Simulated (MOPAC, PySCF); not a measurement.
Ligand exchange on a metal centre used in film growth or etching (Ti F-OH). All species are isolated molecules in the gas phase. One relaxed conformer stands for each flexible species; it need not be the lowest.

Quantity: redistribution energy (mixed species minus the weighted end members), in kcal/mol. Semi-empirical values (MOPAC) are differences of heats of formation.

Level 1: TPSSh-D3(BJ)/def2-TZVP // BP86-D3(BJ)/def2-SVP (PySCF)
Level 2: B3LYP/6-311+G** (LANL2DZ on Ti) // BP86-D3(BJ)/def2-SVP (PySCF)
Level 3: PBE/6-31G* (LANL2DZ on Ti) // BP86-D3(BJ)/def2-SVP (PySCF)
Level 4: PM6 // BP86-D3(BJ)/def2-SVP (MOPAC)

| species | level 1 | level 2 | level 3 | level 4 |
|---|---|---|---|---|
| 3 of 4 F replaced by OH: [Ti(F)(OH)3] | -1.77 | -2.95 | -1.03 | -6.55 |
| 1 of 4 F replaced by OH: [Ti(F)3(OH)] | -1.23 | -3.41 | (withheld) | (withheld) |
| 2 of 4 F replaced by OH: [Ti(F)2(OH)2] | -1.37 | -4.07 | 1.01 | (withheld) |

**Question.** Complete the blanks.

**Answer.** 
- 1 of 4 F replaced by OH: [Ti(F)3(OH)], level 3: 0.48
- 1 of 4 F replaced by OH: [Ti(F)3(OH)], level 4: -15.5
- 2 of 4 F replaced by OH: [Ti(F)2(OH)2], level 4: -19.7
